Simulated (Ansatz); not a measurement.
Calculated with Ansatz (gas phase, PBE0-D4/def2-TZVP geometries, no zero-point term in ΔE). CCSD(T)/CBS adds triple-zeta CCSD(T) − MP2 to the extrapolated MP2 energy (def2 sets, frozen cores). This one scheme is used for every species. One conformer a species, not always the lowest.

Reaction (silylene loss): `CCBB[SiH3]` → `BBCC` + `[SiH2]`

```csv
species,CCSD(T)/CBS(def2) energy (Eh)
`CCBB[SiH3]`,-420.73722
`BBCC`,-130.45894
`[SiH2]`,-290.19011
```

Work out ΔE.

ΔE = (-130.45894) + (-290.19011) − (-420.73722) = 0.08817 Eh = +231.5 kJ/mol.

Largest T1 diagnostic among the species: 0.014.

In def2-TZVPP, CCSD(T) changes the Hartree–Fock value by +22.5 kJ/mol (the triples alone add +5.8 kJ/mol) and MP2 by +36.2 kJ/mol. From PBE to PBE0 (25 % exact exchange), in def2-TZVPP and without D4, ΔE moves by +4.3 kJ/mol.
